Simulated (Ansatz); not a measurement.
C2H8BNO can be A, `BNCOC`, or B, `CN(C)BO`.

Program: Ansatz. Geometries: PBE0-D4/def2-TZVP. ΔE: electronic, gas phase. CBS: MP2 limit from def2 TZ/QZ plus the TZ coupled-cluster correction, frozen cores. DFT in def2-TZVPP. B3LYP here is the variant with VWN-RPA as its local correlation; programs differ in this. One conformer a species, not always the lowest.

Task: Which isomer does CCSD(T)/CBS put lower? Give the gap. (Estimate.)

Result: Ansatz gave: B, by 199.8 kJ/mol.

Task: Give E(B) − E(A) in kJ/mol with PBE-D4, r2SCAN-D4, CCSD(T)/def2-TZVPP, B3LYP, B3LYP-D4, MP2/def2-TZVPP, PBE0-D4. (Best estimate.)

Result: Computed: PBE-D4 -192.9, r2SCAN-D4 -197.7, CCSD(T)/def2-TZVPP -196.7, B3LYP -190.7, B3LYP-D4 -193.8, MP2/def2-TZVPP -205.3, PBE0-D4 -196.2. None reverses the order clearly.

Largest T1 diagnostic: 0.012.

In def2-TZVPP, CCSD(T) changes the Hartree–Fock value by −9.9 kJ/mol (the triples alone add −0.2 kJ/mol) and MP2 by −18.4 kJ/mol. The D4 term adds −3.1 kJ/mol with B3LYP and −1.6 kJ/mol with PBE0; it sums over pairs of atoms, weighted by their polarisabilities, and B3LYP, whose exchange is more repulsive, gets the larger term.
